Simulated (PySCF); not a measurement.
Carbon: a sound run and one with changed settings

Sound run: C⁺ [He] 2s2 2p1, C²⁺ [He] 2s2. Calculation: PySCF 2.14, in cc-pVTZ-DK (4s3p2d1f, 30 functions); scalar relativity by spin-free X2C-1e. In the sound run the correlated levels freeze 1s2. The sound run starts from symmetry-adapted Hartree-Fock orbitals and uses a fine grid where one is needed.

A second run was set up differently.

```tsv
species	method	sound run (hartree)	changed run (hartree)	converged
C⁺	MP2	-37.36055	-37.36878	yes
C⁺	CCSD(T)	-37.38550	-37.39360	yes
C²⁺	MP2	-36.46563	-36.47312	yes
C²⁺	CCSD(T)	-36.49548	-36.50251	yes
```

Ionisation energy of C⁺:

```csv
method,sound run (eV),changed run (eV)
UHF,24.142,24.142
MP2,24.352,24.372
SCS-MP2,24.313,24.326
CCSD,24.188,24.219
CCSD(T),24.219,24.248
```

(1) What was changed?
A. basis contracted for another Hamiltonian
B. level shift left on
C. too few SCF iterations
D. all electrons correlated in a valence basis

Results:

(1) D. A valence basis has no tight correlating functions, so it recovers only part of the core correlation, and not evenly between atom and ion.
